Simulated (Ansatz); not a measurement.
`ClC1=C(Cl)[SiH2]1` and `ClC1=C[SiH2]1` differ in one atom or group.

Ansatz, PBE0-D4/def2-TZVP geometries, multiplicity 1. 

```json
{"property": "LUMO energy (ωB97M-V/def2-TZVPP) / eV", "`ClC1=C(Cl)[SiH2]1`": "0.92"}
{"property": "size of the dipole moment (B3LYP/def2-TZVPP) / D", "`ClC1=C(Cl)[SiH2]1`": "1.61"}
{"property": "LUMO energy (PBE/def2-TZVPP) / eV", "`ClC1=C(Cl)[SiH2]1`": "-1.72"}
{"property": "HOMO energy (ωB97M-V/def2-TZVPP) / eV", "`ClC1=C(Cl)[SiH2]1`": "-9.68"}
{"property": "HOMO–LUMO gap (ωB97M-V/def2-TZVPP) / eV", "`ClC1=C(Cl)[SiH2]1`": "10.60"}
{"property": "size of the dipole moment (PBE/def2-TZVPP) / D", "`ClC1=C(Cl)[SiH2]1`": "1.36"}
```

Question: What does the change do to each property? (Best estimate.)

Answer: Ansatz gave: 
| property | `ClC1=C[SiH2]1` | shift |
| --- | --- | --- |
| LUMO energy (ωB97M-V/def2-TZVPP) / eV | 1.28 | 0.36 |
| size of the dipole moment (B3LYP/def2-TZVPP) / D | 1.28 | -0.33 |
| LUMO energy (PBE/def2-TZVPP) / eV | -1.48 | 0.24 |
| HOMO energy (ωB97M-V/def2-TZVPP) / eV | -9.93 | -0.25 |
| HOMO–LUMO gap (ωB97M-V/def2-TZVPP) / eV | 11.21 | 0.61 |
| size of the dipole moment (PBE/def2-TZVPP) / D | 1.10 | -0.26 |

With PBE0 the HOMO falls by 0.19 eV and the LUMO rises by 0.36 eV, so the gap widens by about 0.55 eV. PBE moves the HOMO by -0.12 eV and ωB97M-V by -0.25 eV. Dipoles are sizes alone; their direction can turn.

B3LYP here is the variant with VWN-RPA as its local correlation; programs differ in this.
